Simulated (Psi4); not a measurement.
Cl2Mg (SMILES [Cl][Mg][Cl]), singlet, at a GFN2-xTB geometry (such geometries of metal compounds can be far from the true shape). Base run: PBE/def2-SV(P) (Psi4).

Psi4 was given this input:
```
memory 2 GB

molecule {
0 1
  Mg    0.19399681    0.27820801    0.27282162
  Cl    1.38743119    0.24793396   -1.48450411
  Cl   -1.52437011   -0.44431609    1.29192414
}

set basis def2-sv(p)

energy('pbe')
print_variables()
```

Variants of this job, named by their change:

| change | ΔE vs base (µEh) | SCF cycles | grid points | basis functions | outcome |
|---|---|---|---|---|---|
| base | 0.0 | 8 | 65105 | 54 | converged |
| d_convergence = 1e-8 | 0.0 | 9 | 65105 | 54 | converged |
| dft_pruning_scheme = treutler | -911 | 8 | 35943 | 54 | converged |
| df_basis_scf = def2-universal-jkfit | 0.0 | 8 | 65105 | 54 | converged |
| guess = huckel | 0.0 | 8 | 65105 | 54 | converged |
| dft_radial_points = 150 | 7.7 | 8 | 129327 | 54 | converged |
| dft_spherical_points = 434 | 10.3 | 8 | 93644 | 54 | converged |
| level_shift = 1.0 | 0.0 | 8 | 65105 | 54 | converged |
| e_convergence = 1e-4 | 0.0 | 8 | 65105 | 54 | converged |
| df_basis_scf = cc-pvqz-jkfit | - | - | - | 54 | input refused |
| guess = modhuckel | 0.0 | 8 | 65105 | 54 | converged |
| damping_percentage = 20 | 0.0 | 17 | 65105 | 54 | converged |
| dft_radial_points = 50 | 230 | 8 | 43840 | 54 | converged |

- df_basis_scf = cc-pvqz-jkfit: ended with `psi4.driver.qcdb.exceptions.BasisSetNotFound: BasisSet::construct: Unable to find a basis set for atom 1 for key JKFIT among:`
